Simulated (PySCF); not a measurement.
Problem. Give a PBE0-D3(BJ)/def2-SVP geometry of `C=CC(=C)C[SiH3]`.

Solution. 
Z-matrix in Å and degrees, rows numbered from 1:
```
C 
C   1  1.3395
C   2  1.4666  1  126.59
C   3  1.3463  2  119.10  1  -178.97
C   3  1.5022  2  119.24  1     2.46
Si  5  1.8966  3  113.48  2    81.88
H   1  1.0923  2  120.92  3   179.67
H   1  1.0930  2  122.46  3    -0.51
H   2  1.0957  1  118.56  3  -179.57
H   4  1.0930  3  121.58  2   179.78
H   4  1.0930  3  121.04  2    -0.34
H   5  1.1013  3  110.20  2  -158.90
H   5  1.1023  3  111.24  2   -40.97
H   6  1.4939  5  109.51  3    58.49
H   6  1.4930  5  111.95  3   -62.40
H   6  1.4965  5  109.10  3   177.44
```

Of the pairs four or more bonds apart, H8···H13 is among the closest relative to their van der Waals radii: 2.21 Å, 92 % of the sum of Bondi's values. Si6 (SiH3 silicon) is tetrahedral (angles from 108.5° to 112.0°). The 4 C–C bonds span 1.340 Å (C1=C2, drawn double) to 1.502 Å (C3–C5, drawn single), a spread of 0.162 Å.

The calculation used PBE0-D3(BJ)/def2-SVP geometry optimisation, gas phase in PySCF 2.14.0.

Point group: C1 (no symmetry element, even within 0.4 Å). PBE0-D3(BJ)/def2-SVP frequencies: not computed here. One conformer, not necessarily the lowest (C1–C2–C3–C4 -179°, C2–C3–C5–Si6 82°).
